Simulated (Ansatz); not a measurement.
Geometry optimisation, RHF/def2-SVP (Ansatz).

The input (input.yaml):

```yaml
crystal:
  periodic: [false, false, false]
  atoms:
    - { symbol: B, position_ang: [-0.038352, -0.177463, 0.265886] }
    - { symbol: "N", position_ang: [-0.013287, -0.288992, 1.721374] }
    - { symbol: H, position_ang: [-0.797133, -0.609369, 2.250349] }
    - { symbol: H, position_ang: [0.830711, -0.151881, 2.239058] }
    - { symbol: F, position_ang: [1.050551, 0.152119, -0.385937] }
    - { symbol: Cl, position_ang: [-1.509739, -0.530652, -0.64979] }
    - { symbol: H, position_ang: [-0.424071, 2.186026, 0.462117] }
    - { symbol: H, position_ang: [-0.356781, 1.874011, 1.097341] }
basis:
  gaussian: { orbitals: def2-SVP }
hamiltonian:
  xc: hf
relax:
  f_tol: 0.03
  max_steps: 50
```

Launched with:

```bash
$ ansatz run input.yaml --threads 1 --pin off --max-ram 2048MiB --backend cpu --events-out ev --progress --plain --runs-dir out
```

Task: Where does it end, and by what steps?

Result: The run converged. After 8 steps the energy has fallen by 0.413 eV; H8 moved furthest, 1.00 Å.

```
step  energy less start (eV)  largest force component (eV/Å)  accepted
   0                  0.0000                           2.669       yes
   1                 -0.2701                           1.191       yes
   2                 -0.3591                           0.407       yes
   3                 -0.3958                           0.246       yes
   4                 -0.4049                           0.171       yes
   5                 -0.4104                           0.135       yes
   6                 -0.4122                           0.121       yes
   7                 -0.4129                           0.085       yes
   8                 -0.4131                           0.018       yes
```

```xyz
8
Properties=species:S:1:pos:R:3
B 0.016 -0.553 0.294
N 0.030 -0.602 1.679
H -0.770 -0.846 2.224
H 0.855 -0.396 2.203
F 1.102 -0.230 -0.378
Cl -1.455 -0.928 -0.632
H -0.533 3.145 0.461
H -0.503 2.863 1.152
```

Whether the end is a true minimum wasn't checked by a vibrational analysis.

The run took 14 s on 1 thread of Arm Neoverse V2 (shared host), peak memory 0.14 GiB.
